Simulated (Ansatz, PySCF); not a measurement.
Reaction R1 + R2 → P1 + P2, each structure at its B3LYP-D3(BJ)/def2-TZVP stationary point, reached from a drawn start (curvature not checked).
R1, Cl2H2Si (SMILES Cl[SiH2]Cl) (charge 0, multiplicity 1):
```xyz
5

Si    -0.00473    -0.14452     0.00576
Cl     1.71456     0.97576    -0.00165
Cl    -1.64721     1.08262    -0.08033
H     -0.05836    -0.90732     1.26141
H     -0.00426    -1.00653    -1.18518
```
R2, NH3 (SMILES N) (charge 0, multiplicity 1):
```tsv
atom	x (Å)	y (Å)	z (Å)
N	0.0000	0.0000	0.2791
H	0.0000	0.9428	-0.0931
H	0.8165	-0.4714	-0.0931
H	-0.8165	-0.4714	-0.0931
```
P1, ClH4NSi (SMILES N[SiH2]Cl) (charge 0, multiplicity 1):
```xyz
7

N     -1.0933    -0.0922     0.0044
Si     0.5703     0.2743     0.0651
Cl     1.8420    -1.2986    -0.4410
H     -1.5187    -0.6705     0.7125
H     -1.5644    -0.1955    -0.8811
H      0.8479     1.3435    -0.9090
H      0.9163     0.6392     1.4492
```
P2, HCl (SMILES Cl) (charge 0, multiplicity 1):
```xyz
2

Cl     0.00000     0.00000     0.64101
H      0.00000     0.00000    -0.64101
```

P less R. No zero-point or thermal terms.

Cores are frozen in the correlated methods. CBS: X⁻³ extrapolation of the correlation energy, Hartree–Fock from the larger set.

The values were computed with Ansatz (a program for electronic structure) with Gaussian orbitals; PySCF for the D3/D4 terms. All values are computed, each at the level named.

| level | reaction energy (kcal/mol) |
|---|---|
| SVWN5/def2-TZVPP | 6.61 |
| revPBE-D3(BJ)/def2-TZVPP | 9.18 |
| revPBE-D4/def2-TZVPP | 8.70 |
| r2SCAN-D3(BJ)/def2-TZVPP | 8.49 |
| CAM-B3LYP-D3(BJ)/def2-TZVPP | 7.02 |
| CAM-B3LYP-D4/def2-TZVPP | 6.92 |
| MP2/CBS(cc-pV(T+d)Z, cc-pV(Q+d)Z) | 8.49 |
| CCSD/cc-pV(D+d)Z | 5.97 |
| CCSD(T)/CBS(cc-pV(T+d)Z, cc-pV(Q+d)Z) | ? |

Some entries are withheld; supply them.


- CCSD(T)/CBS(cc-pV(T+d)Z, cc-pV(Q+d)Z), reaction energy (kcal/mol): 7.93
